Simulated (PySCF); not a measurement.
BrF₂GeHO. Atoms are numbered in the order given.

```xyz
6

O      1.6351    -1.2555     0.0000
Ge     0.0054    -0.6502     0.0000
F     -0.8567    -1.2632     1.3540
F     -0.8567    -1.2632    -1.3540
Br     0.0140     1.5945     0.0000
H      1.6776    -2.2205     0.0000
```

The structure is a stationary point at PBE0-D3(BJ)/def2-SVP. The structure was generated by enumeration, and PubChem lists no compound with its InChIKey, so it may never have been made. Other conformers were not sampled.

Computed with r2SCAN/def2-TZVP (PySCF).

Symmetry labels are those of the subgroup Cs that the program uses (full group Cs).

Question: List the valence orbital energies around the gap with their symmetry. (Estimate from the structure and the level; the computed values follow.)

Answer: 
```tsv
orbital	symmetry	energy (eV)
HOMO−7	A'	-11.11
HOMO−6	A"	-10.62
HOMO−5	A"	-10.37
HOMO−4	A'	-10.27
HOMO−3	A'	-9.77
HOMO−2	A"	-9.02
HOMO−1	A'	-8.51
HOMO	A"	-8.47
LUMO	A'	-2.31
LUMO+1	A'	0.40
LUMO+2	A"	0.58
LUMO+3	A'	0.99
```
